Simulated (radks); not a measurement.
All-electron atom: Co in [Ar] 3d7 4s2. Method: Dirac Kohn-Sham, Wu-Cohen GGA, spin-unpolarised, spherical densities, point nucleus; open shells fill j = l - 1/2 first; computed with a radial shooting solver on a logarithmic mesh with Libxc functionals.

Normalised radial functions P(r) = r R(r) (large component), r in bohr:

r          2p3/2    3s1/2    4s1/2
0.008274  0.0365   0.2191   0.0548
0.01086   0.0607   0.2651   0.0664
0.01425   0.0996   0.3125   0.0782
0.01871   0.1614   0.3550   0.0888
0.02456   0.2569   0.3822   0.0956
0.03224   0.3994   0.3788   0.0946
0.04231   0.6027   0.3255   0.0811
0.05554   0.8751   0.2032   0.0503
0.0729    1.2097   0.0031  -0.0001
0.09569   1.5707  -0.2577  -0.0655
0.1256    1.8837  -0.5187  -0.1303
0.1635    2.0413  -0.6694  -0.1660
0.2147    1.9574  -0.5954  -0.1430
0.2818    1.6009  -0.2187  -0.0420
0.3698    1.0717   0.3852   0.1125
0.4855    0.5580   0.9741   0.2462
0.6372    0.2118   1.2629   0.2652
0.8364    0.0539   1.1378   0.1228
1.098     0.0083   0.7514  -0.1384
1.441     0.0007   0.3619  -0.4133
1.891     0.0000   0.1223  -0.5976
2.483     0.0000   0.0270  -0.6357
3.259     0.0000   0.0035  -0.5312
4.277     0.0000   0.0002  -0.3443
5.614     0.0000   0.0000  -0.1725
7.369     0.0000   0.0000  -0.0637
9.673     0.0000   0.0000  -0.0157

2p3/2: eigenvalue -764.74 eV, 0 radial nodes, <r> = 0.226 bohr, 90 % of the charge inside 0.370 bohr. 3s1/2: eigenvalue -102.13 eV, 2 radial nodes at r = 0.0732, 0.313 bohr, <r> = 0.774 bohr, 90 % of the charge inside 1.16 bohr. 4s1/2: eigenvalue -5.503 eV, 3 radial nodes at r = 0.0729, 0.305, 0.959 bohr, <r> = 2.87 bohr, 90 % of the charge inside 4.40 bohr.
